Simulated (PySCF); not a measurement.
Na(F) cation (FNa), SMILES [F][Na] (connectivity only; charge and spin as stated), charge +1, multiplicity 2. Atoms are numbered in the order given.

```xyz
2

Na     0.0000     0.0000    -1.1093
F      0.0000     0.0000     1.3559
```
Charge +1, spin multiplicity 2.

Coordinates come from a PBE0-D3(BJ)/def2-TZVPD optimisation. The spin state was assumed, not searched.

All values below come from M06-2X/def2-TZVPD (PySCF).

```json
{
  "total_energy": "-261.79701 hartree",
  "point_group": "C∞v",
  "α spin, highest occupied and lowest empty level": "-21.74 and -6.25 eV",
  "β spin, highest occupied and lowest empty level": "-20.67 and -10.50 eV",
  "dipole_moment_about_the_centre_of_nuclear_charge": "4.89 D",
  "⟨S²⟩": "0.752 (pure state 0.75)"
}
```
